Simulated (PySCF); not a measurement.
C₂H₄BFO₃, SMILES CC(=O)OB(O)F. Heavy atoms are numbered as in [B:1]([F:2])([O:3][C:4]([CH3:5])=[O:6])[OH:10]. Hydrogens are named by the atom that carries them.

Geometry: B3LYP-D3(BJ)/def2-SVP. One conformer was computed; it need not be the lowest.

Method: PBE/pcSseg-1 in PySCF.

GIAO shieldings, no solvent; atoms alike by connectivity are averaged. δ = σ(ref) − σ: ¹¹B against BF3 (σ = 83.9 ppm); ¹⁹F against CFCl3 (σ = 133.6 ppm); ¹⁷O against H2O (σ = 334.3 ppm); ¹³C against TMS (σ = 182.0 ppm); ¹H against TMS (σ = 31.49 ppm), references at their B3LYP-D3(BJ)/def2-TZVP geometries, non-relativistic.

Computed chemical shifts:
```
nucleus     atoms  count  δ (ppm)
-------  --------  -----  -------
¹¹B            B1      1      4.8
¹⁹F            F2      1   -139.0
¹⁷O            O6      1    490.4
¹⁷O            O3      1    251.3
¹⁷O      O10 (OH)      1    112.4
¹³C            C4      1    171.5
¹³C      C5 (CH3)      1     25.1
¹H       H on O10      1     4.14
¹H        H on C5      3     2.34
```
